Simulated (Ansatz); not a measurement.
Be(Et)(SeH) (C2H6BeSe), SMILES [CH2](C)[Be][SeH].

Geometry: TPSSh-D3(BJ)/def2-SVP. The structure was generated by enumeration; whether it is a known compound was not checked. The values are those of a single conformer.

Two levels are set side by side: PBE/def2-SVPD (Ansatz, a first-principles code) and PBE0/def2-SVPD (Ansatz). Energy differences of separate SCF runs at the same geometry; the states with an electron removed or added have multiplicity 2 and 2. Differences are taken from unrounded values.

```json
[
 {"quantity": "vertical ionisation energy (eV)", "PBE": "9.10"},
 {"quantity": "vertical singlet–triplet gap (eV)", "PBE": "4.59"}
]
```

Q: These are the PBE values. What does PBE0 give? (An estimate is asked for; the answer gives what the named calculation found.)

A: 
```
quantity                           PBE0  PBE minus PBE0
---------------------------------  ----  --------------
vertical ionisation energy (eV)    9.43           -0.33
vertical singlet–triplet gap (eV)  4.77           -0.17
```
